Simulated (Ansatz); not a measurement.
# Ligand exchange: C2H5Br + BHBr2 → C2H6 + BBr3

Species: C2H5Br `CCBr`, singlet; BHBr2 `BrBBr`, singlet; C2H6 (ethane) `CC`, singlet; BBr3 `BrB(Br)Br`, singlet. The partners trade Br for H: C–Br and B–H bonds give way to C–H and B–Br.

Shapes, held fixed at every level: PBE0-D4/def2-TZVP. Programs: Ansatz 0.2.0. The zero-point and thermal change to 298 K, harmonic and unscaled (PBE0-D4/def2-TZVP), is +3.6 kJ/mol.

| level | kind | ΔH(298 K) (kJ/mol) | less CCSD(T)/def2-TZVPP |
| --- | --- | --- | --- |
| PBE-D4/def2-TZVPP | GGA | -111.4 | -4.7 |
| r2SCAN-D4/def2-TZVPP | meta-GGA | -112.2 | -5.5 |
| r2SCAN0-D4/def2-TZVPP | global hybrid | -111.8 | -5.1 |
| wB97M-V/def2-TZVPP | range-separated hybrid | -108.0 | -1.3 |
| wB97X-V/def2-TZVPP | range-separated hybrid | -105.5 | +1.2 |
| B2PLYP/def2-TZVPP | double hybrid | -106.6 | +0.1 |
| MP2/def2-SVP | perturbation theory | -128.8 | -22.1 |
| CCSD(T)/def2-TZVPP | coupled cluster or CI | -106.7 | 0.0 |

The highest level, CCSD(T)/def2-TZVPP, gives ΔH(298 K) = -106.7 kJ/mol; the levels span -128.8 to -105.5. The column of differences is taken from that level and isn't an error. No measured value is set beside it here. Relativity is left out for Br. Outer-core shells of Br are correlated, in sets that cover them unevenly.
